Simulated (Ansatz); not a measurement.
Computed with Ansatz on PBE0-D4/def2-TZVP structures; ΔE is electronic, products minus reactants. CCSD(T)/CBS adds triple-zeta CCSD(T) − MP2 to the extrapolated MP2 energy (def2 sets, frozen cores). DFT in def2-TZVPP. B3LYP here is the variant with VWN-RPA as its local correlation; programs differ in this. Elements past krypton have def2 core potentials. For Sn outer-core shells are correlated without core-valence functions, which leaves a few kJ/mol of doubt a bond. One conformer a species, not always the lowest.

Reaction (cleavage of the Si–Sn bond): `C[NH][SnH2][SiH3]` + `[OH][AlH][CH2]F` → `F[CH2][AlH][O][SiH3]` + `C[NH][SnH3]`

| level | ΔE (kJ/mol) | difference from CCSD(T)/CBS |
| --- | --- | --- |
| PBE-D4 | -55.2 | 20.8 |
| r2SCAN-D4 | -74.6 | 1.4 |
| PBE0-D4 | -64.6 | 11.4 |
| B3LYP-D4 | -79.0 | -3.0 |
| ωB97X-V | -80.7 | -4.7 |
| B2PLYP | -83.0 | -7.0 |
| PBE | -55.8 | 20.2 |
| PBE0 | -65.3 | 10.7 |
| MP2/def2-TZVPP | -82.4 | -6.4 |
| SCS-MP2/def2-TZVPP | -89.5 | -13.5 |
| CCSD/def2-TZVPP | -85.0 | -9.0 |
| CCSD(T)/def2-TZVPP | -81.0 | -5.0 |
| MP2/def2-QZVPP | -80.4 | -4.4 |
| HF/CBS(def2) | -112.4 | -36.4 |
| MP2/CBS(def2) | -77.4 | -1.4 |
| CCSD/CBS(def2) | -80.1 | -4.1 |
| CCSD(T)/CBS | -76.0 | 0 |

Largest T1 diagnostic among the species: 0.013.

In def2-TZVPP, CCSD(T) changes the Hartree–Fock value by +28.8 kJ/mol (the triples alone add +4.0 kJ/mol) and MP2 by +27.4 kJ/mol. From PBE to PBE0 (25 % exact exchange), in def2-TZVPP and without D4, ΔE moves by −9.5 kJ/mol.
